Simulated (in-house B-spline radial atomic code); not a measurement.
Ionising the nitrogen ion N⁴⁺ with different functionals

Computed with a radial B-spline atomic code at the basis-set limit: scalar-relativistic (spin-free X2C) Hamiltonian, Fermi nucleus of rms radius 2.5582 fm, spin-polarised at highest spin, spherical fractional occupations for the functionals, and exact exchange of hybrids averaged over the configuration. The ionisation energy is the difference of two self-consistent energies, [He] 2s1 → 1s2, without Breit or QED terms; ε is the level of the shell that loses the electron (its least bound occupied spin orbital).

```json
{"method": "PBE0", "rung": "global hybrid", "ΔSCF (eV)": "98.33", "-ε(2s) (eV)": "91.76"}
{"method": "B3LYP", "rung": "global hybrid", "ΔSCF (eV)": "98.69", "-ε(2s) (eV)": "91.37"}
{"method": "TPSSh", "rung": "global hybrid", "ΔSCF (eV)": "?", "-ε(2s) (eV)": "?"}
{"method": "BHandHLYP", "rung": "global hybrid", "ΔSCF (eV)": "98.57", "-ε(2s) (eV)": "93.82"}
{"method": "r2SCAN0", "rung": "global hybrid", "ΔSCF (eV)": "97.83", "-ε(2s) (eV)": "92.06"}
{"method": "B97-1", "rung": "global hybrid", "ΔSCF (eV)": "98.14", "-ε(2s) (eV)": "91.30"}
{"method": "HSE06", "rung": "range-separated hybrid", "ΔSCF (eV)": "98.32", "-ε(2s) (eV)": "91.33"}
{"method": "wB97X", "rung": "range-separated hybrid", "ΔSCF (eV)": "?", "-ε(2s) (eV)": "?"}
{"method": "CAM-B3LYP", "rung": "range-separated hybrid", "ΔSCF (eV)": "98.62", "-ε(2s) (eV)": "93.28"}
{"method": "LC-wPBE", "rung": "range-separated hybrid", "ΔSCF (eV)": "98.54", "-ε(2s) (eV)": "94.98"}
```

What does TPSSh give?

ΔSCF 98.24 eV, and -ε(2s) = 90.70 eV.

What does wB97X give?

ΔSCF 96.92 eV, and -ε(2s) = 94.21 eV.

Among the functionals, which spreads more, the ΔSCF values or the orbital energies?

The orbital energies: ΔSCF values span about 1.78 eV and the orbital energies 4.28 eV.

How do they compare with the NIST value?

NIST lists 97.890 eV (measured, ground level to ground level). Errors run from -0.97 to +0.80 eV; r2SCAN0 is closest (-0.06 eV), but part of that can be cancellation, since the calculations leave out Breit-QED terms.
